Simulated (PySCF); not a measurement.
Species: C₂H₈Si₂.
Bonds: C1–Si2, Si2–C3, C3–Si4, C1–Si4. Hydrogens: H5, H6 on C1; H7, H8 on Si2; H9, H10 on C3; H11, H12 on Si4.

Level of theory: PBE0-D3(BJ)/def2-SVP geometry optimisation, gas phase in PySCF 2.14.0.

(1) What internal coordinates does the optimisation give?

Results:

(1) 
```tsv
bond	length (Å)
C1–Si2 and 3 like bonds	1.906
C1–H5 and 3 like bonds	1.101
Si2–H7 and 3 like bonds	1.496
```

Bonds in one row agree within 0.01 Å and their mean is given. A selection of angles:
```tsv
angle	degrees
Si2–C1–Si4	87.9
Si2–C1–H5	114.7
H5–C1–H6	108.1
C1–Si2–C3	92.1
C1–Si2–H7	114.0
H7–Si2–H8	108.8
```

Torsions: Si4–C1–Si2–C3 1° (synperiplanar); C1–Si2–C3–Si4 -1° (synperiplanar); Si2–C3–Si4–C1 1° (synperiplanar); Si2–C1–Si4–C3 -1° (synperiplanar).

Si2 (SiH2 silicon) has angles from 92.1° to 114.0°. The 4 heavy atoms lie in one plane (0.006 Å rms). All 4 C–Si bonds measure 1.906 Å. The 4-membered ring C1–Si2–C3–Si4 has internal angles of 87.9° to 92.1°; it is planar, 0.01 Å rms from its mean plane, widest ring torsion 1°.

PBE0-D3(BJ)/def2-SVP frequencies: not computed here.
